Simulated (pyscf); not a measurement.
**[HN=Si–F]•, doublet**

Gas-phase minimum from PySCF at ωB97X-D3(BJ)/def2-SVP, one conformer. Other isomers of [HN=Si–F]• were not searched in full and may lie lower. 

SMILES: N=[Si]F
```xyz
4

N      0.4359    -0.8037    -0.5564
Si    -0.1775     0.4779    -1.3340
F     -0.3238     1.8117    -0.4167
H      0.6171    -1.7385    -0.9168
```
Charge 0, spin multiplicity 2.

Bond lengths (Å): N1–Si2 1.620, N1–H4 1.018, Si2–F3 1.625. Angles (°): Si2–N1–H4 128.6, N1–Si2–F3 114.4.

Properties at ωB97X-D3(BJ)/def2-SVP:

```json
{
  "harmonic_wavenumbers_unscaled": "275, 488, 597, 841, 1025, 3658 cm⁻¹",
  "zero_point_energy": "9.8 kcal/mol",
  "rotational_symmetry_number": "1",
  "Entropy of this conformer at 298 K and 1 atm, rigid rotor and harmonic oscillator, modes under 100 cm⁻¹ raised to 100": "272.7 J/(mol K)",
  "dipole_moment": "1.90 D",
  "Spin expectation value S2": "0.763"
}
```

Single-point totals, which compare only within one level (frozen core for MP2 and CC):

```csv
level,total energy (hartree)
ωB97X-D3(BJ)/def2-TZVP,-444.79010
PBE/def2-TZVP,-444.46287
r²SCAN/def2-TZVP,-444.66888
B3LYP-D3(BJ)/def2-TZVP,-444.78897
PBE0-D3(BJ)/def2-TZVP,-444.48143
M06-2X/def2-TZVP,-444.68407
ωB97M-D3(BJ)/def2-TZVP,-444.83405
UHF/def2-TZVPP,-443.48164
MP2/def2-TZVPP,-444.01355
CCSD/def2-TZVPP,-444.03847
CCSD(T)/def2-TZVPP,-444.06102
```

The CCSD(T) − MP2 part came from Ansatz, without density fitting, on the same reference. An open-shell T1 diagnostic exceeds 0.045.
